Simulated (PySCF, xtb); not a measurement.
Ge(Cl)3(SiH3) (Cl₃GeH₃Si), SMILES [SiH3][Ge]([Cl])([Cl])[Cl].

Harmonic wavenumbers (cm⁻¹) from GFN2-xTB in xtb at its own minimum, in rising order: 17, 70, 70, 123, 123, 141, 264, 323, 323, 359, 459, 459, 732, 732, 733, 2291, 2305, 2306.

Q: What does PBE-D3(BJ)/def2-SVP (PySCF 2.14.0) give at its own minimum? (The exact figures need the calculation; the answer reports its results.)

A: 76, 76, 99, 135, 135, 153, 319, 410, 419, 419, 500, 500, 810, 892, 892, 2175, 2203, 2203. Paired by order, the mean absolute difference is 68 cm⁻¹ and the zero-point energies are 16.9 and 17.7 kcal/mol.
